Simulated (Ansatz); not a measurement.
Gas-phase electronic energies from Ansatz, PBE0-D4/def2-TZVP geometries. CCSD(T)/CBS adds triple-zeta CCSD(T) − MP2 to the extrapolated MP2 energy (def2 sets, frozen cores). For Ge outer-core shells are correlated without core-valence functions, which leaves a few kJ/mol of doubt a bond. Scalar relativity is left out up to krypton. One conformer a species, not always the lowest.

Consider the isomerisation: `O/C(S)=[CH]\[GeH3]` → `[CH3][GeH2][O]C=S`.

```tsv
species	MP2/def2-QZVPP energy (Eh)
`O/C(S)=[CH]\[GeH3]`	-2628.41104
`[CH3][GeH2][O]C=S`	-2628.44966
```

(1) Work out ΔE.

Largest T1 diagnostic among the species: 0.015.

Results:

(1) ΔE = (-2628.44966) − (-2628.41104) = -0.03862 Eh = -101.4 kJ/mol. CCSD(T)/CBS gives -96.4 kJ/mol.

From PBE to PBE0 (25 % exact exchange), in def2-TZVPP and without D4, ΔE moves by +3.5 kJ/mol. In def2-TZVPP, CCSD(T) changes the Hartree–Fock value by +9.4 kJ/mol (the triples alone add −0.9 kJ/mol) and MP2 by +6.1 kJ/mol.
